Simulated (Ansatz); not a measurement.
Program: Ansatz 0.2.0.

A structure relaxed at PBE0-D4/def2-TZVP, charge 0, multiplicity 1:

Cartesian coordinates in Å:
```
C 0.510 -0.371 -2.385
C -0.413 -0.276 -1.474
C -1.299 -0.174 -0.527
Si -0.787 0.150 1.226
C 1.051 0.271 1.396
F -1.456 1.533 1.694
H 0.967 -1.326 -2.621
H 0.836 0.500 -2.942
H -2.352 -0.294 -0.778
H -1.360 -0.895 2.113
H 1.523 -0.682 1.147
H 1.458 1.035 0.729
H 1.321 0.528 2.423
```

(1) Give its formula and SMILES.

(2) Point group (tolerance 0.08 Å, 0.16 Å for H)?

(3) Summarise the bond lengths by kind.

Answers

(1) C4H7FSi, `C=C=C[SiH](C)F`.

(2) C1.

(3) 2 × C–C 1.300 to 1.302 Å; 6 × C–H 1.085 to 1.093 Å; 2 × C–Si 1.850 to 1.854 Å; 1 × F–Si 1.606 Å; 1 × H–Si 1.486 Å.
